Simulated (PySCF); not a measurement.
These 2 structures share the formula C3H10B3N3. Level of theory: PBE0-D3(BJ)/def2-SVP geometry optimisation, gas phase (PySCF 2.14.0). One conformer each; no zero-point energy, no entropy. No frequencies were run at this level. Point groups hold within 0.08 Å.

Question: Order them by energy at this level, lowest first, and give relative energies in kcal/mol.
A. `[BH:1]1[NH:2][BH:3][N:4]([CH:5]2[CH2:6][CH2:7]2)[BH:8][NH:9]1` with B3–N4–C5–C6 -128°
B. `[CH2:1]=[CH:2][CH2:3][N:4]1[BH:5][NH:6][BH:7][NH:8][BH:9]1` with C1–C2–C3–N4 -2°, C2–C3–N4–B5 91°

Answer: B (0.0), A (1.6).

As drawn, the lower has a C=C bond outside aromatic rings, which the higher lacks; the higher has a three-membered ring, which the lower lacks. Neighbours under 2.5 kcal/mol apart (C=CCN1BNBNB1 and B1NBN(C2CC2)BN1) can change places with a better method, another conformer or zero-point energy.

```tsv
SMILES	E (Eh)	E rel (kcal/mol)	dipole (D)	point group	A, B, C (MHz)
C=CCN1BNBNB1	-358.68042	0.0	0.20	near Cs	3222, 1108, 1027
B1NBN(C2CC2)BN1	-358.67793	1.6	0.11	Cs	3918, 1121, 916.6
```

Q: How do the relative energies change in single points at PBE0/pcSseg-1 (no added dispersion term) on the same geometries?

A: 
| SMILES | PBE0-D3(BJ)/def2-SVP (kcal/mol) | PBE0/pcSseg-1 (kcal/mol) | shift |
| --- | --- | --- | --- |
| C=CCN1BNBNB1 | 0.0 | 0.0 | 0.0 |
| B1NBN(C2CC2)BN1 | 1.6 | 2.8 | +1.2 |

Each column counts from its own lowest isomer. The order is unchanged; the largest shift is 1.2 kcal/mol.
